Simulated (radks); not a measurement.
Values are calculated unless marked as measured or tabulated.
The bromine ion Br3+, 32 electrons, occupied as [Ar] 3d10 4s2 4p2.

Level of theory: non-relativistic Kohn-Sham, LDA (Slater exchange, Perdew-Wang correlation), spin-polarised, spherical densities, point nucleus; open shells are filled with parallel spins first (a radial shooting solver on a logarithmic mesh with Libxc functionals).

Energy parts (eV):
total: -69880.980
kinetic: 69822.510
electron-nucleus: -165977.096
Hartree: 28629.041
exchange-correlation: -2355.434

Orbitals (lengths in bohr, moments of r in powers of bohr; r(max) is where P^2 peaks; r(90%) holds 90 % of the orbital's charge):
\begin{tabular}{lrrrrrr}
orbital & occ. & eigenvalue (eV) & <r> & r(max) & r(90%) & <r^4> \\ \hline
1s up & 1 & -13105.70 & 0.04374 & 0.02889 & 0.0778 & 0.00001666 \\
1s down & 1 & -13105.52 & 0.04374 & 0.02889 & 0.0778 & 0.00001666 \\
2s up & 1 & -1717.894 & 0.1940 & 0.1632 & 0.299 & 0.003372 \\
2s down & 1 & -1717.776 & 0.1940 & 0.1632 & 0.299 & 0.003372 \\
2p up & 3 & -1553.859 & 0.1673 & 0.1291 & 0.272 & 0.002330 \\
2p down & 3 & -1553.689 & 0.1673 & 0.1291 & 0.272 & 0.002330 \\
3s up & 1 & -267.1880 & 0.5635 & 0.4942 & 0.839 & 0.2118 \\
3s down & 1 & -266.9389 & 0.5632 & 0.4943 & 0.838 & 0.2108 \\
3p up & 3 & -209.7681 & 0.5692 & 0.4852 & 0.869 & 0.2438 \\
3p down & 3 & -209.4861 & 0.5687 & 0.4853 & 0.868 & 0.2420 \\
3d up & 5 & -106.9432 & 0.5865 & 0.4286 & 0.966 & 0.3890 \\
3d down & 5 & -106.5865 & 0.5843 & 0.4285 & 0.960 & 0.3789 \\
4s up & 1 & -54.3841 & 1.568 & 1.392 & 2.28 & 11.60 \\
4s down & 1 & -52.2440 & 1.569 & 1.385 & 2.29 & 11.80 \\
4p up & 2 & -40.9476 & 1.762 & 1.543 & 2.59 & 19.15 \\
4p down & 0 & -38.8334 & 1.775 & 1.540 & 2.63 & 20.15 \\
\end{tabular}

The highest occupied level is 4p up at -40.948 eV. The density falls to 0.001 e/bohr^3 at r = 3.29 bohr. Virial ratio -V/T = 2.00084. The electron density at the nucleus is 2.95e+04 e/bohr^3.
